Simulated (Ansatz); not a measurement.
`B[Se][CH2][AlH][SH]` + CH₃NH₂ → `C[NH][AlH][SH]` + `B[Se]C`  (ligand exchange at the Al–C bond)

Computed with Ansatz on PBE0-D4/def2-TZVP structures; ΔE is electronic, products minus reactants. CCSD(T)/CBS adds triple-zeta CCSD(T) − MP2 to the extrapolated MP2 energy (def2 sets, frozen cores). Functionals use def2-TZVPP. B3LYP here is the variant with VWN-RPA as its local correlation; programs differ in this. For Se outer-core shells are correlated without core-valence functions, which leaves a few kJ/mol of doubt a bond. Scalar relativity is left out up to krypton. One conformer a species, not always the lowest.

```csv
level,ΔE (kJ/mol),difference from CCSD(T)/CBS
PBE-D4,-66.2,5.8
B3LYP-D4,-80.2,-8.2
B2PLYP,-84.5,-12.5
PBE,-71.5,0.5
r2SCAN,-74.9,-2.9
PBE0,-71.6,0.4
B3LYP,-88.9,-16.9
HF/def2-TZVPP,-98.7,-26.7
MP2/def2-TZVPP,-75.3,-3.3
CCSD/def2-TZVPP,-79.0,-7.0
CCSD(T)/def2-TZVPP,-74.7,-2.7
HF/def2-QZVPP,-99.2,-27.2
MP2/def2-QZVPP,-73.9,-1.9
SCS-MP2/def2-QZVPP,-79.2,-7.2
HF/CBS(def2),-99.2,-27.2
MP2/CBS(def2),-72.6,-0.6
CCSD(T)/CBS,-72.0,0
```

Largest T1 diagnostic among the species: 0.014.

In def2-TZVPP, CCSD(T) changes the Hartree–Fock value by +24.1 kJ/mol (the triples alone add +4.3 kJ/mol) and MP2 by +23.5 kJ/mol. The D4 term adds +8.7 kJ/mol with B3LYP and +4.8 kJ/mol with PBE0; it sums over pairs of atoms, weighted by their polarisabilities, and B3LYP, whose exchange is more repulsive, gets the larger term.
